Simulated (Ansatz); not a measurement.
Coupled-cluster run, `NB1OC1F`.

```yaml
crystal:
  periodic: [false, false, false]
  atoms:
    - {symbol: N, position_ang: [-1.057930, 0.841376, -0.740584]}
    - {symbol: B, position_ang: [-0.218266, -0.009242, -0.052808]}
    - {symbol: O, position_ang: [-0.287542, -0.960421, 0.916171]}
    - {symbol: C, position_ang: [1.043987, -0.673811, 0.429673]}
    - {symbol: F, position_ang: [1.833214, -0.083273, 1.365044]}
    - {symbol: H, position_ang: [-2.047670, 0.883174, -0.566653]}
    - {symbol: H, position_ang: [-0.725653, 1.489854, -1.430507]}
    - {symbol: H, position_ang: [1.551763, -1.544756, 0.023964]}
basis:
  gaussian: {orbitals: def2-TZVPP}
correlation: {method: ccsd_t}
output: {orbitals: {seedname: orbitals}}
```

```sh
$ ansatz run in.yaml --threads 2 --pin off --events-out ev --progress --plain --max-ram 4352MiB
```

Log, shortened:

```
Functional definition: HF
1225 factors; integrals over basis functions are off by at most 1.0e-3 eV
mean field evaluation 1: about -7974.5568 eV, gradient 4.4e1 eV
mean field evaluation 2: about -7974.7832 eV, gradient 4.4e1 eV
mean field evaluation 4: about -7978.5964 eV, gradient 4.3e0 eV
mean field evaluation 8: about -7978.6598 eV, gradient 3.9e-1 eV
mean field evaluation 16: about -7978.6604 eV, gradient 1.3e-6 eV
mean field -7978.66044978 eV, -293.2103633992 hartree, gradient 1.3e-6 eV, S^2 0.000000; 0 other end points of the search recorded, 0 dependent functions left out
5 core orbitals not correlated: weight in the atoms' cores, before any rotation towards them, 1.000 or more for the frozen orbitals, at most 0.000 for the correlated occupied ones
reference -7978.66044978 eV, -293.2103633992 hartree; 14, 14 occupied and 178, 178 virtual orbitals, 1225 factors
second order -25.69870261 eV of doubles, -0.00000000 eV of singles
cycle   1  -25.41007491 eV  change    2.9e-1 eV  update   1.1e-1
cycle   2  -25.98360549 eV  change   -5.7e-1 eV  update   3.3e-2
cycle   3  -26.12439813 eV  change   -1.4e-1 eV  update   1.7e-2
cycle   4  -26.10666569 eV  change    1.8e-2 eV  update   4.2e-3
cycle   5  -26.10470308 eV  change    2.0e-3 eV  update   1.9e-3
cycle   6  -26.10596863 eV  change   -1.3e-3 eV  update   6.1e-4
cycle   7  -26.10560910 eV  change    3.6e-4 eV  update   2.2e-4
cycle   8  -26.10546294 eV  change    1.5e-4 eV  update   7.3e-5
cycle   9  -26.10548429 eV  change   -2.1e-5 eV  update   2.8e-5
perturbative correction -1.01554760 eV, -0.0373206859 hartree
Total energy: -8005.78148167 eV, -294.2070429376 hartree
```

Run time 92 s (2 threads of an Arm Neoverse V2 on a shared host); peak host memory 2.6 GiB.

MP2 recovers 94.8 % of the CCSD(T) correlation energy and the triples give 3.7 %; T1 = 0.0136.
